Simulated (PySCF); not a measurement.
C₄H₉O, SMILES CC([CH2])(O)C, multiplicity 2. Atoms are numbered in the order given.

```xyz
14

C      0.6088     1.1581     0.7972
C      0.0075     0.0407     0.0044
C     -1.1841    -0.5727     0.7413
C      1.0575    -1.0285    -0.2992
O     -0.4042     0.5215    -1.2684
H      1.2751     1.8603     0.2885
H      0.5492     1.1837     1.8881
H     -0.8828    -1.0000     1.7099
H     -1.6324    -1.3685     0.1289
H     -1.9549     0.1905     0.9354
H      0.6107    -1.8137    -0.9289
H      1.8979    -0.5831    -0.8505
H      1.4387    -1.4852     0.6252
H     -1.0057     1.2581    -1.1117
```
Charge 0, spin multiplicity 2.

Geometry: PBE0-D3(BJ)/def2-SVP. The isomer is the one that the SMILES or the coordinates give; other isomers of the formula were not compared. Other conformers were not sampled.

Level of theory: PySCF with B3LYP/pcH-1.

Unrestricted Kohn–Sham, ⟨S²⟩ = 0.754. Hyperfine tensors hold the contact and dipolar terms, without spin-orbit corrections.

Computed hyperfine couplings:
```csv
nucleus,A(iso) (MHz),A(iso) (G),dipolar principal values (MHz)
13C no. 1,103.2,36.8,"-80.5, -79.9, 160.5"
13C no. 2,-30.2,-10.8,"-1.8, -0.8, 2.5"
13C no. 3,17.3,6.2,"-2.0, -1.7, 3.7"
13C no. 4,55.4,19.8,"-4.5, -4.3, 8.8"
17O no. 5,-9.8,-3.5,"-11.1, 4.8, 6.3"
1H no. 6,-59.1,-21.1,"-37.3, -1.3, 38.6"
1H no. 7,-62.7,-22.4,"-37.6, -1.1, 38.7"
1H no. 8,-0.2,-0.1,"-3.1, -2.5, 5.6"
1H no. 9,-0.2,-0.1,"-1.9, -1.7, 3.6"
1H no. 10,-0.6,-0.2,"-4.3, -2.5, 6.8"
1H no. 11,32.6,11.6,"-3.0, -1.4, 4.4"
1H no. 12,-1.9,-0.7,"-4.8, -2.4, 7.2"
1H no. 13,1.2,0.4,"-5.1, -2.4, 7.4"
1H no. 14,-3.3,-1.2,"-7.4, -1.5, 8.9"
```
